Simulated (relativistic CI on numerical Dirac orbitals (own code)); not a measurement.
## Electric-dipole transitions in Au73+

Method of calculation: Dirac-Coulomb-Breit CI, orbitals from a KLI potential per configuration, a model potential for QED, unscaled Slater integrals (own radial code, finite nucleus).

Configuration list (outside the closed core 1s2): 2s2 2p2, 2s 2p3, 2p4, 2p3 3s, 2s2 2p 3s, 2p3 3p, 2p3 3d, 2s2 2p 3p, 2s2 2p 3d, 2s 2p2 3s, 2s 2p2 3p, 2s 2p2 3d, 2s2 2p 4s, 2s2 2p 4p, 2s2 2p 4d, 2s2 2p 4f. Levels of other configurations are missing.

| λ vac (Å) | Lower | Upper | A (s⁻¹) | log gf | S velocity/length |
| --- | --- | --- | --- | --- | --- |
| 0.9556 | 2s2 2p2 1D_2 [3] | 2s2 2p 3d 3F°_3 [69] | 1.96e+15 | 0.27 | 1.00 |
| 0.9578 | 2s2 2p2 3P_0 [1] | 2s2 2p 3d 3D°_1 [32] | 2.61e+15 | 0.03 | 0.99 |
| 0.9582 | 2s 2p3 3D°_3 [9] | 2s 2p2 3d 3F_4 [178] | 2.05e+15 | 0.40 | 1.00 |
| 0.9594 | 2s 2p3 3P°_2 [4] | 2s 2p2 3d 3D_2 [94] | 2.16e+15 | 0.17 | 0.99 |
| 0.9600 | 2s 2p3 3P°_2 [4] | 2s 2p2 3d 3D_3 [92] | 2.09e+15 | 0.31 | 0.99 |
| 0.9601 | 2s 2p3 1P°_1 [5] | 2s 2p2 3d 3F_2 [104] | 2.39e+15 | 0.22 | 0.99 |
| 1.1060 | 2s 2p3 3P°_2 [16] | 2s 2p2 3d 3D_3 [199] | 2.20e+15 | 0.45 | 0.99 |
| 1.1086 | 2s2 2p2 3P_2 [6] | 2s2 2p 3d 3D°_3 [78] | 3.21e+15 | 0.62 | 1.00 |
| 1.1109 | 2s2 2p2 3P_1 [2] | 2s2 2p 3d 3P°_2 [33] | 1.80e+15 | 0.22 | 1.00 |
| 1.1122 | 2s2 2p2 1D_2 [3] | 2s2 2p 3d 3F°_3 [34] | 2.01e+15 | 0.42 | 1.00 |
| 1.1124 | 2s 2p3 5S°_2 [8] | 2s 2p2 3d 3F_3 [107] | 2.68e+15 | 0.54 | 1.00 |
| 1.1130 | 2s 2p3 3D°_3 [9] | 2s 2p2 3d 3F_4 [111] | 2.59e+15 | 0.64 | 1.00 |
| 1.1135 | 2s 2p3 3D°_3 [9] | 2s 2p2 3d 3D_3 [110] | 1.55e+15 | 0.30 | 0.99 |
| 1.1137 | 2s 2p3 3P°_2 [4] | 2s 2p2 3d 3D_3 [39] | 2.01e+15 | 0.42 | 1.00 |
| 1.1145 | 2s 2p3 3S°_1 [11] | 2s 2p2 3d 3P_2 [117] | 2.53e+15 | 0.37 | 1.00 |
| 1.1152 | 2s 2p3 1D°_2 [12] | 2s 2p2 3d 1F_3 [118] | 2.86e+15 | 0.57 | 1.00 |
| 1.1181 | 2p4 3P_2 [14] | 2p3 3d 3D°_3 [131] | 3.26e+15 | 0.63 | 1.00 |
| 1.1216 | 2s 2p3 1P°_1 [5] | 2s 2p2 3d 3F_2 [40] | 1.81e+15 | 0.23 | 1.00 |
| 3.2235 | 2s2 2p 3d 3F°_2 [31] | 2s2 2p 4f 3G_3 [158] | 4.14e+14 | 0.65 | 0.99 |
| 3.3413 | 2s2 2p 3d 3F°_3 [34] | 2s2 2p 4f 3G_4 [161] | 4.24e+14 | 0.80 | 0.99 |

Terms are leading LS components. Brackets give the number of a level in order of energy, since labels repeat. The list gives strong lines, with weight on those to low levels, among the lowest 200 of 274 levels, so that lines to higher ones, which can be the strongest, are missing. Levels whose partners in the same complex of configurations lie outside the list can be far off, and so can their lines. Rates are taken at the computed energies, electric ones in the length gauge. A velocity-to-length ratio far from 1 marks an uncertain rate.

At this charge energies of transitions that change n are usually good to better than 1 %, and those within a shell (Δn = 0) to a few per cent.

LS names give the leading component of a level, which can be under half, so a name can repeat, a term be missing and a line seem to break the LS rules.
